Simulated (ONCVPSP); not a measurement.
aluminium: variants of one ONCV potential

Base potential:

ONCVPSP 4.0.1 input, shortened (lines: element, Z, core and valence counts, functional; n l f; lmax; l rc ep ncon nbas qcut; lloc lpopt rc5 dvloc0; l nproj debl; icmod fcfact rcfact), BLYP, non-relativistic:

```
  Al 13.00    3    1  -106131      upf
    1    0    2.00
    2    0    2.00
    2    1    6.00
    3    0    1.00
    2
    0    1.80    0.00    4    7    4.00
    1    1.95    0.05    3    8    4.30
    2    1.50    0.27    4    8    7.30
    4    5    1.45    0.00
    0    2    3.50
    1    1    1.80
    2    2    3.90
    3    5.50    1.30
```

Cutoffs, loose and tight: the cutoffs (Ha) at which the residual kinetic energy of the hardest occupied pseudo-wave falls to 1 and 0.1 mHa per electron. They do not see the model core or the augmentation charge, which bear on the density cutoff. Test errors are all-electron minus pseudo excitation energies from the reference, over the configurations 3s2 3p1; 3s2; 3s2 3p0.5; 3s1 3p2. A dash means not determined; rows that change the core or the reference have their own tests.

For the base: The cutoffs count occupied waves only; projector 1 of the d channel, the hardest unoccupied one, needs 18 Ha at the loose tolerance.

```tsv
change	outcome	cutoff, loose	cutoff, tight	bound ghosts	GHOST(+) flags above zero	largest test error (meV)
base	generated	6.6 Ha	9.4 Ha	none	s	+252
core correction Teter function, fcfact 5.5, rcfact 0.98	generated	6.6 Ha	9.4 Ha	none	s	+337
core correction Teter function, fcfact 5.5, rcfact 1.1	generated	6.6 Ha	9.4 Ha	none	s	+316
core correction Teter function, fcfact 5.5, rcfact 1.34	generated	6.6 Ha	9.4 Ha	none	s	+235
core correction Teter function, fcfact 5.5, rcfact 1.6	generated	6.6 Ha	9.4 Ha	none	s	+87
core correction Teter function, fcfact 5.5, rcfact 1.82	generated	6.6 Ha	9.4 Ha	none	s	-198
core correction Teter function, fcfact 5.5, rcfact 1.92	generated	6.6 Ha	9.4 Ha	none	s	-283
core correction Teter function, fcfact 5.5, rcfact 2.06	generated	6.6 Ha	9.4 Ha	none	s	-397
```

Task: What comes out with this change to the base: core correction Teter function, fcfact 5.5, rcfact 1.44?

Result: outcome: generated; cutoff, loose: 6.6 Ha; cutoff, tight: 9.4 Ha; bound ghosts: none; GHOST(+) flags above zero: s; largest test error (meV): +186.

Task: What comes out with this change to the base: core correction Teter function, fcfact 5.5, rcfact 1.22?

Result: outcome: generated; cutoff, loose: 6.6 Ha; cutoff, tight: 9.4 Ha; bound ghosts: none; GHOST(+) flags above zero: s; largest test error (meV): +283.

Task: What comes out with this change to the base: core correction Teter function, fcfact 5.5, rcfact 1.66?

Result: outcome: generated; cutoff, loose: 6.6 Ha; cutoff, tight: 9.4 Ha; bound ghosts: none; GHOST(+) flags above zero: s; largest test error (meV): -66.

Reading the sweep of the rcfact (base included, trends over the rows without a ghost): The loose cutoff stays near 6.6 Ha. The median size of the test errors (rows with all tests solved) is not monotonic: lowest 29.9 meV at 1.6, highest 276.2 meV at 2.06.
